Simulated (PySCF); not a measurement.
C5H4F2, SMILES FC1(F)C=CC=C1.

Geometry: PBE0-D3(BJ)/def2-SVP. Other conformers were not sampled.

All values below come from TDDFT-PBE/def2-SVPD run with PySCF.

Vertical excitations. The molecule is in vacuum. State labels are in the subgroup C2v.

Computed excitation energies, oscillator strengths and character:
```csv
state,symmetry,energy (eV),λ (nm),f,main pairs
S1,B2,4.00,310,0.034,HOMO→LUMO 99 %
S2,A2,5.13,242,0.000,HOMO−1→LUMO 100 %
S3,A1,6.04,205,0.013,"HOMO−2→LUMO 64 %, HOMO→LUMO+1 36 %"
S4,A2,6.37,195,0.000,HOMO→LUMO+2 100 %
S5,B1,6.56,189,0.000,HOMO−3→LUMO 98 %
S6,A1,6.82,182,0.018,HOMO−4→LUMO 88 %
S7,A2,6.96,178,0.000,HOMO→LUMO+3 100 %
S8,B1,7.01,177,0.026,HOMO→LUMO+4 100 %
S9,B2,7.32,169,0.011,HOMO−6→LUMO 99 %
S10,B1,7.35,169,0.011,HOMO−5→LUMO 97 %
T1,B2,2.46,504,0,HOMO→LUMO 99 %
T2,A2,4.83,256,0,HOMO−1→LUMO 100 %
T3,A1,4.89,254,0,"HOMO−2→LUMO 68 %, HOMO→LUMO+1 29 %"
T4,A1,5.96,208,0,"HOMO→LUMO+1 66 %, HOMO−2→LUMO 32 %"
```
Triplets are in the Tamm–Dancoff approximation, which puts them higher than full response would, so one can lie above its singlet here.
